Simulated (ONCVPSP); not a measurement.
# Building the ONCV potential for Cs (PBE, scalar-relativistic).

ONCVPSP 4.0.1 was run on this input:

```
# ATOM AND REFERENCE CONFIGURATION
# atsym  z   nc   nv     iexc    psfile
  Cs 55.00   11    1        4      upf
#
#   n    l    f
    1    0    2.00
    2    0    2.00
    2    1    6.00
    3    0    2.00
    3    1    6.00
    3    2   10.00
    4    0    2.00
    4    1    6.00
    4    2   10.00
    5    0    2.00
    5    1    6.00
    6    0    0.50
#
# PSEUDOPOTENTIAL AND OPTIMIZATION
# lmax
    2
#
#   l,   rc,      ep,       ncon, nbas, qcut
    0    3.05    0.00    4    9    1.80
    1    3.05    0.13    4    7    2.70
    2    3.75    0.10    4    7    2.20
#
# LOCAL POTENTIAL
# lloc, lpopt,  rc(5),   dvloc0
    0    5    3.05    0.00
#
# VANDERBILT-KLEINMAN-BYLANDER PROJECTORs
# l, nproj, debl
    0    0    2.20
    1    1    3.00
    2    3    2.40
#
# MODEL CORE CHARGE
# icmod, fcfact, rcfact
    1    0.45    0.00
#
# LOG DERIVATIVE ANALYSIS
# epsh1, epsh2, depsh
   -2.00    5.00    0.02
#
# OUTPUT GRID
# rlmax, drl
    6.00    0.01
#
# TEST CONFIGURATIONS
# ncnf
    4
# nvcnf
#   n    l    f
    1
    6    0    1.00
#
    2
    6    0    0.00
    6    1    1.00
#
    2
    6    0    0.00
    5    2    1.00
#
    2
    6    0    0.50
    5    2    0.50
#
```

Command:

```bash
oncvpsp.x < Cs.dat > Cs.out
```

The program printed (shortened: citation, most of the input echo, consistency checks and plot data are left out):

```
ONCVPSP  (Optimized Norm-Conservinng Vanderbilt PSeudopotential)
scalar-relativistic version 4.0.1

#   n    l    f        energy (Ha)
    1    0    2.00    -1.3157214E+03
    2    0    2.00    -2.0645935E+02
    2    1    6.00    -1.8520663E+02
    3    0    2.00    -4.2992897E+01
    3    1    6.00    -3.6154565E+01
    3    2   10.00    -2.6120473E+01
    4    0    2.00    -8.1853432E+00
    4    1    6.00    -5.9994189E+00
    4    2   10.00    -2.8182532E+00
    5    0    2.00    -1.0716084E+00
    5    1    6.00    -5.8532635E-01
    6    0    0.50    -1.4088201E-01

Reference configufation results
  iterations    26
  all-electron total energy (Ha)   -7.78687627D+03

Begin loop to  construct optimized pseudo wave functions
and semi-local pseudopoentials for all angular momenta

Calculating optimized projector #   1

 for l=   0

    Fraction of norm inside rc  0.083329
    Optimizing pswf for qcut=   1.80 a_B^-1,  ecut=   1.62 Ha

optimize: ERROR ps0norm > uunorm, code will stop
```

The run stopped because the continuity conditions at rc already need more norm inside rc than the all-electron wave has, so norm conservation cannot be met.

The run took about 0.4 s on one core of a shared server CPU.
